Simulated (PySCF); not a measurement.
FMg, charge +1, singlet, geometry from GFN2-xTB (such geometries of metal compounds can be far from the true shape). Base run: TPSS/cc-pVDZ run with PySCF.

The PySCF input:
```python
from pyscf import gto, scf, dft

mol = gto.Mole()
mol.atom = '''
    Mg   -0.00000000   -0.00000000   -0.74597931
    F     0.00000000    0.00000000    0.99463908
'''
mol.basis = 'cc-pvdz'
mol.charge = 1
mol.verbose = 4
mol.build()

mf = dft.RKS(mol)
mf.xc = 'tpss'
mf.kernel()
mf.analyze()
```

Each row names what was changed in the base input (with any setting that the change needs).

```json
[
 {"change": "base", "ΔE vs base (mEh)": "0.000", "fitting functions": "-", "outcome": "converged"},
 {"change": "auxbasis = cc-pvtz-jkfit", "ΔE vs base (mEh)": "-", "fitting functions": "-", "outcome": "input refused"},
 {"change": "auxbasis = even-tempered beta=1.6", "ΔE vs base (mEh)": "-0.015", "fitting functions": "432", "outcome": "converged"},
 {"change": "auxbasis = autoaux", "ΔE vs base (mEh)": "-0.056", "fitting functions": "279", "outcome": "converged"},
 {"change": "auxbasis = cc-pvdz-jkfit", "ΔE vs base (mEh)": "-", "fitting functions": "-", "outcome": "input refused"},
 {"change": "auxbasis = def2-universal-jkfit", "ΔE vs base (mEh)": "-0.033", "fitting functions": "189", "outcome": "converged"},
 {"change": "auxbasis = cc-pvqz-jkfit", "ΔE vs base (mEh)": "-", "fitting functions": "-", "outcome": "input refused"},
 {"change": "auxbasis = def2-svp-ri", "ΔE vs base (mEh)": "-18.958", "fitting functions": "92", "outcome": "converged"},
 {"change": "auxbasis = default (with mf = mf.density_fit())", "ΔE vs base (mEh)": "-0.031", "fitting functions": "256", "outcome": "converged"},
 {"change": "auxbasis = def2-tzvp-ri", "ΔE vs base (mEh)": "-6.913", "fitting functions": "168", "outcome": "converged"}
]
```

A fitting set is made for a task (jfit for Coulomb, jkfit for Coulomb and exchange, ri for correlation) and for a family of orbital bases.

- auxbasis = cc-pvtz-jkfit: ended with `pyscf.lib.exceptions.BasisNotFoundError: Basis set not found for Mg in cc-pvtz-jkfit`
- auxbasis = cc-pvdz-jkfit: ended with `pyscf.lib.exceptions.BasisNotFoundError: Basis set not found for Mg in cc-pvdz-jkfit`
- auxbasis = cc-pvqz-jkfit: ended with `pyscf.lib.exceptions.BasisNotFoundError: Basis set not found for Mg in cc-pvqz-jkfit`
